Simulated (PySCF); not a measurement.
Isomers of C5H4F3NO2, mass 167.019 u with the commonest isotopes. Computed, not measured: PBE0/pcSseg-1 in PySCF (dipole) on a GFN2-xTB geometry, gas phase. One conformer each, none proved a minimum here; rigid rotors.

Question: Order these by dipole moment, largest first.
A. `[CH3:1][C:2](=[O:3])[C@H:4]([C:5]#[N:6])[O:7][C:8]([F:9])([F:10])[F:11]` with C1–C2–C4–C5 89°, C2–C4–O7–C8 -88°
B. `[CH3:1][O:2][C@@:3]1([C:4]#[N:5])[O:6][C@H:7]1[C:8]([F:9])([F:10])[F:11]` with C1–O2–C3–C4 -73°
C. `[CH3:1][O:2][c:3]1[cH:4][c:5]([C:6]([F:7])([F:8])[F:9])[o:10][n:11]1` with C1–O2–C3–C4 180°

Answer: C (3.05 D), A (2.26 D), B (1.51 D).

Question: Order these by rotational constant A, smallest first.
A. `[CH3:1][O:2][c:3]1[cH:4][c:5]([C:6]([F:7])([F:8])[F:9])[o:10][n:11]1` with C1–O2–C3–C4 180°
B. `[CH3:1][O:2][C@@:3]1([C:4]#[N:5])[O:6][C@H:7]1[C:8]([F:9])([F:10])[F:11]` with C1–O2–C3–C4 -73°
C. `[CH3:1][C:2](=[O:3])[C@H:4]([C:5]#[N:6])[O:7][C:8]([F:9])([F:10])[F:11]` with C1–C2–C4–C5 89°, C2–C4–O7–C8 -88°

Answer: C (1603 MHz), B (1922 MHz), A (3225 MHz).

Question: Order these by radius of gyration √(Σ m r²/M), smallest first.
A. `[CH3:1][C:2](=[O:3])[C@H:4]([C:5]#[N:6])[O:7][C:8]([F:9])([F:10])[F:11]` with C1–C2–C4–C5 89°, C2–C4–O7–C8 -88°
B. `[CH3:1][O:2][c:3]1[cH:4][c:5]([C:6]([F:7])([F:8])[F:9])[o:10][n:11]1` with C1–O2–C3–C4 180°
C. `[CH3:1][O:2][C@@:3]1([C:4]#[N:5])[O:6][C@H:7]1[C:8]([F:9])([F:10])[F:11]` with C1–O2–C3–C4 -73°

Answer: C (2.207 Å), A (2.231 Å), B (2.443 Å).

```tsv
SMILES	point group	Ia (u·Å²)	Ib (u·Å²)	Ic (u·Å²)	κ	μa (D)	μb (D)	μc (D)
CO[C@@]1(C#N)O[C@H]1C(F)(F)F	C1	262.96	633.13	730.45	-0.83	0.04	1.39	0.58
COc1cc(C(F)(F)F)on1	Cs	156.70	885.96	951.65	-0.97	2.64	1.52	0.00
CC(=O)[C@H](C#N)OC(F)(F)F	C1	315.32	609.70	738.18	-0.69	1.34	1.57	0.91
```
